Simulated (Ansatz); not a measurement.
Species: SiCl (charge 0, doublet). SMILES: [Si]Cl
Geometry: optimised at B3LYP-D3(BJ)/def2-TZVP (Ansatz, an electronic-structure program).

Wanted: vertical electron affinity (to the triplet state of charge -1; a negative value means that the extra electron is unbound and the number depends on the basis; each state is the SCF solution reached for its spin), in eV. Correlated levels leave the core frozen unless marked. Open shells are spin-unrestricted. Spin-orbit coupling is left out. No relativistic terms. Anions need diffuse functions: aug- sets have them; def2-D sets add few. CBS(X,Y): correlation extrapolated as X^-3; Hartree-Fock from the larger set.

CCSD(T)/CBS(aug-cc-pV(T+d)Z,aug-cc-pV(Q+d)Z) (Ansatz) gives 1.16 eV.

Another calculation gave 1.03 eV. Which level was it?
A. r2SCAN/def2-TZVPD (Ansatz)
B. CAM-B3LYP/def2-TZVPD (Ansatz)
C. wB97M-V/def2-TZVPD (Ansatz)

B, CAM-B3LYP/def2-TZVPD (Ansatz). The others give 0.90 (wB97M-V), 1.18 (r2SCAN) eV.
